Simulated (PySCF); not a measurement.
# One molecule, a ladder of functionals, a line

Molecule: `C1[C@H](F)[SiH2][SiH2]1`, C2H7FSi2.

Geometry (Å), atoms numbered from 1 in this order:
```xyz
12

F     0.319   -2.158   -1.042
C     0.189   -0.805   -0.829
C    -1.102   -0.418   -0.099
Si   -0.523    1.271    0.601
Si    1.468    0.081    0.320
H     0.211   -0.302   -1.816
H    -1.229   -1.087    0.771
H    -2.017   -0.479   -0.709
H    -0.725    2.404   -0.352
H    -1.061    1.636    1.944
H     1.789   -0.772    1.504
H     2.722    0.603   -0.300
```

GIAO shieldings (ppm, equivalent atoms averaged) in PySCF on the PBE0-D3(BJ)/def2-SVP geometry, basis pcSseg-2, gas phase, non-relativistic:

| functional | exact exchange (%) | σ(F1) | σ(C2) | σ(C3) | σ(Si5) |
| --- | --- | --- | --- | --- | --- |
| BLYP | 0 | 342.4 | 80.8 | 148.9 | 362.3 |
| BP86 | 0 | 345.3 | 87.3 | 153.7 | 374.4 |
| PBE | 0 | 342.0 | 87.4 | 154.1 | 377.5 |
| B3LYP | 20 | 362.6 | 88.7 | 155.0 | 374.5 |
| mPW1PW91 | 25 | 368.1 | 95.8 | 160.3 | 389.7 |
| BHandHLYP | 50 | 385.9 | 98.5 | 162.4 | 392.8 |
| HF | 100 | 415.9 | 114.0 | 173.5 | 427.9 |

Problem. Fit each shielding as a line in the percentage of exact exchange.

Solution. σ(F1) = 345.5 + 0.74 x (rms 3.1 ppm); σ(C2) = 85.2 + 0.29 x (rms 2.6 ppm); σ(C3) = 152.4 + 0.21 x (rms 2.0 ppm); σ(Si5) = 370.2 + 0.55 x (rms 5.9 ppm). The functionals also differ in their semilocal parts, which the line can't hold; Hartree–Fock has no correlation at all.

Problem. What does the line predict for PBE0 (25 %), and what does the run give?

Solution. σ(F1): 364.0 predicted, 366.6 computed; σ(C2): 92.5 predicted, 96.5 computed; σ(C3): 157.7 predicted, 161.0 computed; σ(Si5): 383.9 predicted, 392.1 computed ppm.
